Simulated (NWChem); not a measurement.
C$_{2}$H$_{3}$F$_{2}$, doublet; SMILES [C](F)(F)C

```xyz
7

C      0.0565    -1.3810     0.0000
C     -0.2981     0.0581     0.0000
F      0.0554     0.7327    -1.0872
F      0.0554     0.7327     1.0872
H      1.1552    -1.5106     0.0000
H     -0.3518    -1.8699    -0.8942
H     -0.3518    -1.8699     0.8942
```
Atoms are numbered in this order, from 1.

All runs: NWChem. Spin-unrestricted. In the optimisation the excess spin sits in a' (Cs, its own frame). The geometry was optimised at PBE0/def2-SVP, spin-unrestricted. No stability test was run on the SCF state. Total energies compare along this basis series because the functional is fixed.

```tsv
level	basis functions	energy (Ha)	highest occupied level (eV)	lowest empty minus highest occupied level, either spin (eV)	dipole (D)
PBE/STO-3G	23	-273.4997	-0.24	1.76	0.68
PBE/def2-SVP	71	-277.1392	___	2.17	___
PBE/def2-SVPD	110	-277.1637	-4.82	2.18	1.89
PBE/def2-TZVP	142	-277.4722	-4.66	2.21	1.79
PBE/def2-TZVPD	181	-277.4746	-4.76	2.18	1.85
PBE/def2-TZVPP	166	-277.4732	-4.66	2.21	1.79
```

Fill in the missing entries.


- PBE/def2-SVP, highest occupied level (eV): -4.37
- PBE/def2-SVP, dipole (D): 1.63
